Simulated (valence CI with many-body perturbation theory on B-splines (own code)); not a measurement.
# Ta LVIII: electric-dipole lines

Calculated by relativistic CI+MBPT: six valence electrons over a frozen Dirac-Fock core [Ne], a basis of 9 s, 9 p, 8 d, 6 f, 3 g, 1 h functions for each j, with the one-electron correlation potential Σ1 (screened to all orders), the two-electron term Σ2, the three-electron term Σ3, Breit, model QED; selected single and double excitations, second order for the rest, scaled by the run's own slope (own B-spline code, finite nucleus).

The last digits are not significant, and no measured levels were compared; by estimate large intervals hold to a few tenths of a per cent, small ones and those within an open d or f shell to about a per cent. Among the levels kept, up to 960 cm⁻¹ of a level comes from second order outside the variational space, and about a tenth of that is noise between levels of different J, which matters for small intervals.

Lines 51 to 100 of 117 in falling wavelength, among levels below 5361.1 × 10³ cm⁻¹, chosen from the strongest by gf and those to the six lowest levels. Wavelengths and rates use the calculated energies. Electric multipoles are in the length gauge with retardation, E1 and E2 with the static RPA response of the core. Weak lines are less certain than strong ones. Lines between different terms over intervals too small for the method are left out, as are lines whose strength nearly cancels. The highest levels of a list are the least certain.

Levels are named by their leading jj configuration (3d3/2^4 stands for four electrons in 3d with j = 3/2), which in mixed levels can hold well under half, so a name can repeat and another be missing. Letters in brackets count levels of one name in rising energy.

```csv
λ vac (nm),Upper,Lower,A (s⁻¹),S (a.u.) with core polarisation,S without
5.274,(3s^2 3p1/2^2 3d3/2 3d5/2) J=4,(3s^2 3p1/2^2 3p3/2 3d5/2) J=3,4.88e+09,3.18e-03,3.22e-03
5.210,(3s^2 3p1/2^2 3d3/2 3d5/2) J=3,(3s^2 3p1/2^2 3p3/2 3d5/2) J=2,7.94e+09,3.88e-03,3.93e-03
5.190,(3s^2 3p1/2^2 3p3/2 3d3/2) J=1,(3s^2 3p1/2^2 3p3/2^2) J=2,1.39e+10,2.88e-03,2.91e-03
5.178,(3s^2 3p1/2^2 3p3/2 3d3/2) J=3,(3s^2 3p1/2^2 3p3/2^2) J=2,1.44e+09,6.93e-04,7.03e-04
5.158,(3s^2 3p1/2^2 3d3/2^2) J=2,(3s^2 3p1/2^2 3p3/2 3d3/2) J=2,9.41e+09,3.19e-03,3.23e-03
5.151,(3s^2 3p1/2 3p3/2^2 3d3/2) J=2 [b],(3s^2 3p1/2 3p3/2^3) J=2,2.64e+09,8.90e-04,9.03e-04
5.076,(3s^2 3p1/2^2 3d3/2 3d5/2) J=3,(3s^2 3p1/2^2 3p3/2 3d5/2) J=4,4.84e+09,2.19e-03,2.21e-03
4.981,(3s^2 3p1/2^2 3d3/2 3d5/2) J=2,(3s^2 3p1/2^2 3p3/2 3d5/2) J=2,7.18e+08,2.19e-04,2.22e-04
4.956,(3s^2 3p1/2 3p3/2^2 3d3/2) J=2 [b],(3s^2 3p1/2 3p3/2^3) J=1,1.10e+08,3.30e-05,3.33e-05
4.891,(3s^2 3p1/2^2 3d3/2 3d5/2) J=1,(3s^2 3p1/2^2 3p3/2 3d5/2) J=2,1.17e+10,2.02e-03,2.05e-03
4.871,(3s^2 3p1/2 3p3/2^2 3d3/2) J=3 [b],(3s^2 3p1/2 3p3/2^3) J=2,3.27e+08,1.31e-04,1.33e-04
4.848,(3s^2 3p1/2^2 3d3/2^2) J=0,(3s^2 3p1/2^2 3p3/2 3d3/2) J=1,3.86e+10,2.17e-03,2.20e-03
4.764,(3s^2 3p1/2^2 3d3/2 3d5/2) J=4,(3s^2 3p1/2^2 3p3/2 3d5/2) J=4,2.05e+10,9.86e-03,9.99e-03
4.745,(3s^2 3p1/2 3p3/2^2 3d3/2) J=2 [c],(3s^2 3p1/2 3p3/2^3) J=2,1.87e+09,4.93e-04,5.01e-04
4.651,(3s^2 3p1/2 3p3/2^2 3d3/2) J=1 [b],(3s^2 3p1/2 3p3/2^3) J=2,3.55e+07,5.29e-06,5.13e-06
4.579,(3s^2 3p1/2 3p3/2^2 3d3/2) J=2 [c],(3s^2 3p1/2 3p3/2^3) J=1,2.64e+08,6.26e-05,6.39e-05
4.491,(3s^2 3p1/2 3p3/2^2 3d3/2) J=1 [b],(3s^2 3p1/2 3p3/2^3) J=1,1.87e+09,2.50e-04,2.55e-04
4.437,(3s^2 3p1/2 3p3/2^2 3d3/2) J=1 [c],(3s^2 3p1/2 3p3/2^3) J=2,1.74e+09,2.25e-04,2.30e-04
4.319,(3s^2 3p1/2 3p3/2^2 3d5/2) J=3 [a],(3s^2 3p1/2 3p3/2^3) J=2,8.71e+08,2.42e-04,2.45e-04
4.292,(3s^2 3p1/2 3p3/2^2 3d3/2) J=1 [c],(3s^2 3p1/2 3p3/2^3) J=1,2.38e+08,2.79e-05,2.84e-05
4.097,(3s^2 3p1/2 3p3/2^2 3d5/2) J=1,(3s^2 3p1/2 3p3/2^3) J=2,5.00e+10,5.09e-03,5.15e-03
4.007,(3s^2 3p1/2^2 3d5/2^2) J=2,(3s^2 3p1/2^2 3p3/2 3d5/2) J=1,1.21e+11,1.93e-02,1.95e-02
3.982,(3s^2 3p1/2^2 3d5/2^2) J=4,(3s^2 3p1/2^2 3p3/2 3d5/2) J=3,3.23e+11,9.05e-02,9.17e-02
3.973,(3s^2 3p1/2 3p3/2^2 3d5/2) J=1,(3s^2 3p1/2 3p3/2^3) J=1,3.27e+10,3.04e-03,3.07e-03
3.945,(3s^2 3p1/2 3p3/2^2 3d5/2) J=0,(3s^2 3p1/2 3p3/2^3) J=1,7.94e+10,2.41e-03,2.44e-03
3.938,(3s^2 3p1/2^2 3d3/2 3d5/2) J=3,(3s^2 3p1/2^2 3p3/2 3d3/2) J=3,3.12e+10,6.59e-03,6.67e-03
3.920,(3s^2 3p1/2^2 3p3/2 3d5/2) J=2,(3s^2 3p1/2^2 3p3/2^2) J=2,1.32e+11,1.96e-02,1.98e-02
3.869,(3s^2 3p1/2^2 3d5/2^2) J=2,(3s^2 3p1/2^2 3p3/2 3d5/2) J=3,6.56e+10,9.38e-03,9.49e-03
3.864,(3s^2 3p1/2 3p3/2^2 3d5/2) J=2,(3s^2 3p1/2 3p3/2^3) J=2,4.63e+09,6.59e-04,6.68e-04
3.831,(3s^2 3p1/2^2 3d3/2 3d5/2) J=3,(3s^2 3p1/2^2 3p3/2 3d3/2) J=2,1.85e+11,3.60e-02,3.65e-02
3.806,(3s^2 3p1/2^2 3d3/2 3d5/2) J=2,(3s^2 3p1/2^2 3p3/2 3d3/2) J=3,1.54e+10,2.09e-03,2.12e-03
3.799,(3s^2 3p1/2^2 3d3/2 3d5/2) J=2,(3s^2 3p1/2^2 3p3/2 3d3/2) J=1,1.45e+11,1.96e-02,1.98e-02
3.794,(3s^2 3p1/2^2 3p3/2 3d5/2) J=1,(3s^2 3p1/2^2 3p3/2^2) J=0,2.55e+11,2.06e-02,2.09e-02
3.783,(3s^2 3p1/2 3p3/2^2 3d5/2) J=3 [b],(3s^2 3p1/2 3p3/2^3) J=2,1.83e+09,3.42e-04,3.46e-04
3.754,(3s^2 3p1/2 3p3/2^2 3d5/2) J=2,(3s^2 3p1/2 3p3/2^3) J=1,1.64e+10,2.14e-03,2.17e-03
3.750,(3s^2 3p1/2^2 3d3/2 3d5/2) J=1,(3s^2 3p1/2^2 3p3/2 3d3/2) J=0,1.28e+11,1.00e-02,1.01e-02
3.748,(3s^2 3p1/2^2 3d3/2 3d5/2) J=4,(3s^2 3p1/2^2 3p3/2 3d3/2) J=3,2.78e+11,6.50e-02,6.58e-02
3.747,(3s^2 3p1/2^2 3d3/2 3d5/2) J=1,(3s^2 3p1/2^2 3p3/2 3d3/2) J=1,1.22e+11,9.52e-03,9.64e-03
3.705,(3s^2 3p1/2^2 3d3/2 3d5/2) J=2,(3s^2 3p1/2^2 3p3/2 3d3/2) J=2,9.46e+10,1.19e-02,1.20e-02
3.699,(3s^2 3p1/2^2 3p3/2 3d5/2) J=3,(3s^2 3p1/2^2 3p3/2^2) J=2,4.82e+11,8.42e-02,8.53e-02
3.684,(3s^2 3p1/2^2 3d5/2^2) J=4,(3s^2 3p1/2^2 3p3/2 3d5/2) J=4,1.15e+11,2.55e-02,2.58e-02
3.655,(3s^2 3p1/2^2 3d3/2 3d5/2) J=1,(3s^2 3p1/2^2 3p3/2 3d3/2) J=2,1.90e+10,1.37e-03,1.39e-03
3.654,(3s^2 3p1/2^2 3d5/2^2) J=2,(3s^2 3p1/2^2 3p3/2 3d5/2) J=2,3.40e+11,4.10e-02,4.15e-02
3.581,(3s^2 3p1/2^2 3p3/2 3d5/2) J=1,(3s^2 3p1/2^2 3p3/2^2) J=2,4.98e+10,3.38e-03,3.43e-03
3.046,(3s^2 3p1/2^2 3d5/2^2) J=4,(3s^2 3p1/2^2 3p3/2 3d3/2) J=3,7.12e+08,8.93e-05,9.04e-05
2.979,(3s^2 3p1/2^2 3d5/2^2) J=2,(3s^2 3p1/2^2 3p3/2 3d3/2) J=3,9.28e+08,6.06e-05,6.13e-05
2.975,(3s^2 3p1/2^2 3d5/2^2) J=2,(3s^2 3p1/2^2 3p3/2 3d3/2) J=1,1.23e+09,8.00e-05,8.09e-05
2.917,(3s^2 3p1/2^2 3d5/2^2) J=2,(3s^2 3p1/2^2 3p3/2 3d3/2) J=2,8.10e+08,4.96e-05,5.02e-05
2.455,(3s 3p1/2^2 3p3/2^3) J=2,(3s^2 3p1/2^2 3p3/2^2) J=2,7.53e+11,2.75e-02,2.79e-02
2.450,(3s 3p1/2^2 3p3/2^3) J=1,(3s^2 3p1/2^2 3p3/2^2) J=0,2.96e+11,6.45e-03,6.54e-03
```
